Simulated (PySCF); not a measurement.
C₂BrClF₂, SMILES F/C(Cl)=C(\F)Br.

Geometry optimised at PBE-D3(BJ)/def2-SVP.

Level of theory: PySCF 2.14.0 with PBE-D3(BJ)/def2-SVP.

Frequencies are harmonic and unscaled.

Computed vibrational spectrum:
```
mode  ν (cm⁻¹)  IR (km/mol)  moving atoms (share of kinetic energy)
----  --------  -----------  --------------------------------------
1          130          0.0                         F 74 %, Cl 15 %
2          138          0.6                 Cl 53 %, Br 32 %, F 9 %
3          308          2.4                                  F 92 %
4          324          0.0                          C 80 %, F 16 %
5          340          0.4                F 45 %, Br 34 %, Cl 15 %
6          396          0.0                 F 59 %, C 28 %, Cl 11 %
7          502          0.1                                  C 93 %
8          513          1.7                 Cl 42 %, F 39 %, C 14 %
9          909        147.1                          C 77 %, F 17 %
10        1147        323.6                          C 67 %, F 32 %
11        1204         30.8                          C 73 %, F 27 %
12        1695         29.0                                  C 97 %
```
